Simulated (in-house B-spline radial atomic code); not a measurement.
Values are calculated unless marked as measured or tabulated.
**Te ion on C atom: potential, deflection and energy transfer**

The pair potential comes from two frozen, spherical free-atom densities (PBE, B-spline radial code, scalar-relativistic past argon): electrostatics plus the change in Thomas-Fermi kinetic and Dirac exchange energy where they overlap, the recipe behind the universal ZBL potential, which averages such potentials (from solid-state densities) over many pairs. It is written V = (Z1 Z2 e²/r) φ(r/a), with e² = 14.3996 eV·Å and a = 0.46850 Å/(Z1^0.23 + Z2^0.23); ZBL's fit is φ = 0.18175 e^(−3.1998x) + 0.50986 e^(−0.94229x) + 0.28022 e^(−0.4029x) + 0.02817 e^(−0.20162x). Where φ falls below 4e-4 it is continued as an exponential.

Masses 127.6 and 12.01 u.

| x = r/a | φ, this pair | φ, ZBL |
| --- | --- | --- |
| 0.1 | 0.8822 | 0.8928 |
| 0.25 | 0.7568 | 0.7647 |
| 0.5 | 0.6063 | 0.6096 |
| 1 | 0.4168 | 0.4164 |
| 1.5 | 0.3016 | 0.2995 |
| 2 | 0.227 | 0.2218 |
| 3 | 0.1369 | 0.1292 |
| 4 | 0.08762 | 0.08026 |
| 5 | 0.05749 | 0.05224 |
| 6.5 | 0.03237 | 0.02914 |
| 8 | 0.01947 | 0.01705 |
| 10 | 0.01018 | 0.008778 |
| 12 | 0.005333 | 0.00474 |
| 14.5 | 0.002457 | 0.002328 |
| 17 | 0.001186 | 0.001212 |
| 20 | 0.0005001 | 0.0005882 |

Problem. At x = 1 the electrostatic, kinetic and exchange parts are 11663.56, 4463.81 and -175.73 eV. Find r, V and φ.

Solution. a = 0.46850/(2.4813 + 1.5100) = 0.11738 Å, so r = 0.11738 Å. V = 11663.56 + 4463.81 + (-175.73) = 15951.64 eV. The bare repulsion is 52 × 6 × 14.3996/0.11738 = 38275 eV, so φ = 0.4168, +0.1 % against ZBL's 0.4164. The kinetic (Pauli) term is 28 % of V here.

Problem. The ion comes in at 44.49 keV with impact parameter 0.2348 Å. The scattering integral gives a centre-of-mass angle of 58.32° and a closest approach of 2.861 a. What are the reduced energy, the energy passed on and the laboratory angles?

Solution. ε = E a M2/(Z1 Z2 e² (M1 + M2)) = 44490 × 2.2476e-06 = 0.1. The most that one collision can pass on is γE with γ = 4 M1 M2/(M1 + M2)² = 0.3145. Here T = γE sin²(θ/2) = 0.3145 × 44490 × 0.2374 = 3322 eV. The ion turns by arctan(sin θ/(cos θ + M1/M2)) = 4.4°, and the struck atom leaves at (180° − θ)/2 = 60.8°. The closest approach is 0.336 Å. With ZBL the angle would be 57.39° and T = 3226 eV.
